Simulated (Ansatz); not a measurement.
Consider the formal loss of a carbene: `C[SiH2][GeH3]` → `[CH2]` (triplet) + `[SiH3][GeH3]`.

Program: Ansatz. Geometries: PBE0-D4/def2-TZVP. ΔE: electronic, gas phase. CBS: MP2 limit from def2 TZ/QZ plus the TZ coupled-cluster correction, frozen cores. This one scheme is used for every species. Triplets are unrestricted, without spin–orbit coupling. For Ge outer-core shells are correlated without core-valence functions, which leaves a few kJ/mol of doubt a bond. Scalar relativity is left out up to krypton.

```tsv
species	CCSD(T)/CBS(def2) energy (Eh)
`C[SiH2][GeH3]`	-2408.05773
`[CH2]` (triplet)	-39.09499
`[SiH3][GeH3]`	-2368.78170
```

Problem. Work out ΔE.

Solution. ΔE = (-39.09499) + (-2368.78170) − (-2408.05773) = 0.18104 Eh = +475.3 kJ/mol.

Problem. What do rigid-rotor, harmonic-oscillator terms from PBE0-D4/def2-TZVP frequencies (298.15 K, 1 bar) make of the CCSD(T)/CBS value? (Best estimate.)

Solution. Ansatz gave: ΔZPE = -31.5 kJ/mol, ΔH = +449.7 kJ/mol, ΔS = 147 J/(mol·K), ΔG = +405.8 kJ/mol. Open shells count their whole term as degenerate.

Largest T1 diagnostic among the species: 0.012.

The D4 term adds +10.2 kJ/mol with B3LYP and +5.6 kJ/mol with PBE0; it sums over pairs of atoms, weighted by their polarisabilities, and B3LYP, whose exchange is more repulsive, gets the larger term. From BLYP to BHLYP (50 % exact exchange), in def2-TZVPP and without D4, ΔE moves by −5.6 kJ/mol.

B3LYP here is the variant with VWN-RPA as its local correlation; programs differ in this.
